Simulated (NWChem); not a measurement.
Correlation energy of As

```xyz
1

As     0.0000     0.0000     0.0000
```
Charge 0, spin multiplicity 4.

Everything below was run with NWChem.

Basis set: def2-QZVP. Each correlation energy counts from its own Hartree-Fock reference.

The Hamiltonian is non-relativistic. The correlated methods keep 9 core orbitals frozen. No SCF solution was tested for a lower state. Open-shell Hartree-Fock references start from PBE0 orbitals. Coupled-cluster values serve here as a point of comparison, not as the truth.

Problem. Order these methods by the correlation energy they give, lowest first: SCS-UMP2, CCSD[T] on ROHF, UMP2, CCSD[T] on UHF.

Solution. CCSD[T] on ROHF (-263.3 mHa), CCSD[T] on UHF (-261.7 mHa), UMP2 (-254.0 mHa), SCS-UMP2 (-230.1 mHa)
